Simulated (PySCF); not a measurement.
A geometry optimisation on `[CH3][Ge]([CH3])([CH3])[c]1ccccc1`.

Computed with PBE0-D3(BJ)/def2-SVP geometry optimisation, gas phase (PySCF 2.14.0). Start geometry: GFN2-xTB. A driver script takes a list of jobs; this job's settings line and coordinates (Å) are shown.

Input:
```
{"job": {"xc": "PBE0", "basis": "def2-SVP", "d3": "d3bj", "grid": 1, "maxiter": 30, "shake": 0.01, "kind": "geom"}, "charge": 0, "multiplicity": 1}
C     -2.225140     1.408700     0.571860
Ge    -1.264030    -0.140620    -0.148070
C     -1.847770    -1.778770     0.814810
C     -1.613710    -0.339950    -2.089470
C      0.688510     0.098660     0.084320
C      1.216520     1.248100     0.685420
C      2.596090     1.392070     0.847290
C      3.463150     0.407020     0.407700
C      2.933460    -0.734710    -0.160690
C      1.566160    -0.884600    -0.325460
H     -2.062780     1.565090     1.637410
H     -1.954250     2.346350     0.056380
H     -3.342780     1.304040     0.425020
H     -1.325330    -2.649120     0.451740
H     -2.899660    -1.950230     0.709420
H     -1.608460    -1.673460     1.890790
H     -2.709770    -0.467120    -2.253960
H     -1.136160    -1.196390    -2.491610
H     -1.328790     0.530970    -2.632250
H      0.526560     2.028750     1.034000
H      2.964390     2.288260     1.300800
H      4.522560     0.496480     0.526290
H      3.610560    -1.507230    -0.542100
H      1.166350    -1.772690    -0.805460
```

Output:
```
step   0  E = -2427.22954592  max force = 0.034543
step   1  E = -2427.23594597  max force = 0.006017
step   2  E = -2427.23645883  max force = 0.002487
step   3  E = -2427.23646705  max force = 0.004422
step   4  E = -2427.23669732  max force = 0.001461
step   5  E = -2427.23671456  max force = 0.001143
step   6  E = -2427.23674039  max force = 0.000293
step   7  E = -2427.23674621  max force = 0.000752
step   8  E = -2427.23675868  max force = 0.000328
optimisation converged
```

Energies in Eh; «max force» is the largest Cartesian gradient component in Eh/bohr.

Task: How much energy does the optimisation release, in kcal/mol?

Result: E(step 0) − E(last step) = 0.007213 Eh, which is 4.5 kcal/mol.

Task: Give the first gradient maximum in eV/Å.

Result: With 1 Eh/bohr = 51.422 eV/Å, 1.776 eV/Å.

In short: final energy -2427.23676 Eh after 8 steps; dipole 0.27 D.

The run took 5.2 min wall on one thread, Arm Neoverse V1 (aarch64) (shared host), and the process peaked at 1.3 GiB of memory.
Labels such as C1 count atoms from 1, the log's own numbers from 0.
